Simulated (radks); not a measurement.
Values are calculated unless marked as measured or tabulated.
Nd+, 59 electrons, occupied as [Xe] 4f4 6s1 (the NIST ground configuration). Level of theory: Dirac Kohn-Sham, Slater X-alpha with alpha = 0.644, spin-unpolarised, spherical densities, point nucleus; open shells fill j = l - 1/2 first (a radial shooting solver on a logarithmic mesh with Libxc functionals).

Normalised radial functions P(r) = r R(r) (large component), r in bohr:

| r | 4d5/2 | 6s1/2 | 4f7/2 |
|---|---|---|---|
| 0.003893 | 0.0002 | 0.0343 | 0.0000 |
| 0.005276 | 0.0005 | 0.0409 | 0.0000 |
| 0.00715 | 0.0013 | 0.0467 | 0.0000 |
| 0.009769 | 0.0030 | 0.0503 | 0.0000 |
| 0.01324 | 0.0070 | 0.0487 | 0.0000 |
| 0.01794 | 0.0157 | 0.0389 | 0.0001 |
| 0.02432 | 0.0342 | 0.0177 | 0.0004 |
| 0.03322 | 0.0730 | -0.0160 | 0.0014 |
| 0.04502 | 0.1443 | -0.0538 | 0.0039 |
| 0.06102 | 0.2648 | -0.0793 | 0.0106 |
| 0.08336 | 0.4446 | -0.0672 | 0.0279 |
| 0.113 | 0.6391 | -0.0042 | 0.0664 |
| 0.1531 | 0.7469 | 0.0824 | 0.1439 |
| 0.2092 | 0.5965 | 0.1156 | 0.2839 |
| 0.2835 | 0.0878 | 0.0282 | 0.4838 |
| 0.3842 | -0.6468 | -0.1225 | 0.7118 |
| 0.5249 | -1.2220 | -0.1606 | 0.8920 |
| 0.7114 | -1.2629 | 0.0102 | 0.9366 |
| 0.9641 | -0.8680 | 0.2315 | 0.8422 |
| 1.317 | -0.3918 | 0.2487 | 0.6559 |
| 1.785 | -0.1153 | -0.0092 | 0.4557 |
| 2.419 | -0.0198 | -0.3594 | 0.2851 |
| 3.305 | -0.0016 | -0.5632 | 0.1588 |
| 4.479 | -0.0001 | -0.5068 | 0.0795 |
| 6.07 | 0.0000 | -0.2909 | 0.0327 |
| 8.293 | 0.0000 | -0.0962 | 0.0094 |
| 11.24 | 0.0000 | -0.0172 | 0.0018 |

4d5/2: eigenvalue -118.35 eV, 1 radial node at r = 0.295 bohr, <r> = 0.713 bohr, 90 % of the charge inside 1.07 bohr. 6s1/2: eigenvalue -7.481 eV, 5 radial nodes at r = 0.0290, 0.115, 0.300, 0.702, 1.77 bohr, <r> = 4.08 bohr, 90 % of the charge inside 5.93 bohr. 4f7/2 (empty): eigenvalue -5.756 eV, 0 radial nodes, <r> = 1.15 bohr, 90 % of the charge inside 2.07 bohr.
